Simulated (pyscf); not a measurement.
## Hydrogen shift: H₂B–O–CrH(=O)=O → H₂B–O–Cr(=O)–OH [singlet]

Gas phase, singlet surface, charge 0. Bonds broken: Cr2–H6. Bonds formed: O4–H6. Structures and frequencies: ωB97X-D3(BJ)/def2-SVP in PySCF.

Transition state (Å):

```xyz
8

O     -1.3055    -0.9440     1.6071
Cr    -1.3589    -0.1215     0.3238
O     -0.3212    -0.4861    -1.0054
O     -2.6462     0.8022     0.1930
B      0.3606    -0.8555    -2.1142
H     -1.4386     1.3849     0.7684
H      1.3878    -0.2711    -2.3749
H     -0.0838    -1.7511    -2.7959
```

One imaginary mode, 1272i cm⁻¹; descent along it reached the two sides named.

| bond | change | reactant side (Å) | saddle | product side |
|---|---|---|---|---|
| Cr2–H6 | breaks | 1.537 | 1.573 | 2.456 |
| O4–H6 | forms | 2.344 | 1.459 | 0.964 |

Electronic energies relative to the reactant's lowest minimum found (kJ/mol):

| level | barrier | reaction energy | reverse barrier |
|---|---|---|---|
| ωB97X-D3(BJ)/def2-TZVP | 73.4 | -103.8 | 177.3 |
| PBE/def2-TZVP | 91.7 | +5.2 | 86.6 |
| r²SCAN/def2-TZVP | 96.9 | -10.1 | 106.9 |
| B3LYP-D3(BJ)/def2-TZVP | 81.6 | -73.1 | 154.7 |
| PBE0-D3(BJ)/def2-TZVP | 77.4 | -78.4 | 155.8 |
| M06-2X/def2-TZVP | 40.5 | -193.7 | 234.2 |
| ωB97M-D3(BJ)/def2-TZVP | 65.3 | -118.8 | 184.1 |
| HF/def2-TZVP | -62.2 | -431.0 | 368.8 |

With ωB97M-D3(BJ)/def2-TZVP energies and thermal terms (ideal gas, 1 atm, RRHO with modes under 100 cm⁻¹ raised to 100, one conformer, R ln 2 for chiral ones without a mode under 150 cm⁻¹), in kJ/mol:

| T (K) | ΔH‡ | ΔG‡ | ΔH | ΔG |
|---|---|---|---|---|
| 298 | 59.4 | 59.0 | -113.1 | -117.4 |
| 600 | 58.1 | 59.0 | -111.3 | -122.7 |
| 900 | 56.2 | 59.8 | -111.1 | -128.5 |
| 1200 | 54.1 | 61.3 | -111.5 | -134.2 |

At HF this geometry lies under the reactant; that is no barrier but a single point on another level's saddle; such a level's own saddle, if it has one, lies nearer that side and is low. H₂B–O–Cr(=O)–OH [singlet] is an excited spin state, 68.1 kJ/mol over the triplet at ωB97X-D3(BJ)/def2-TZVP. H₂B–O–CrH(=O)=O lies 176.2 kJ/mol over its isomer H₂B–O–Cr(=O)–OH [triplet] (electronic energy, ωB97M-D3(BJ)/def2-TZVP). This is the saddle that the search found; another between the same sides may lie lower. A restricted singlet here is unstable towards spin polarisation, as is usual where a triplet lies low; its energy is less safe.
